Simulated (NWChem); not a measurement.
Species: GaIF$_{2}$; SMILES [F][Ga]([F])[I]

```xyz
4

Ga     0.0000     0.0000     1.1026
F      0.0000    -1.4661     2.0338
F      0.0000     1.4661     2.0338
I      0.0000     0.0000    -1.3356
```
Atoms are numbered in this order, from 1.

Program: NWChem. Geometry: optimised at PBE0/def2-SVP. Not confirmed as a minimum by frequencies. def2 effective core potentials on I; no spin-orbit coupling. Ions are spin-unrestricted doublets at the neutral geometry; other ion states weren't tried.

Task: Estimate the computed values for PBE/def2-SVP. Quantities: vertical ionisation energy, ΔSCF (eV); −ε(HOMO) (eV).

Result: 
```json
{
 "vertical ionisation energy, ΔSCF (eV)": "10.71",
 "−ε(HOMO) (eV)": "7.27"
}
```
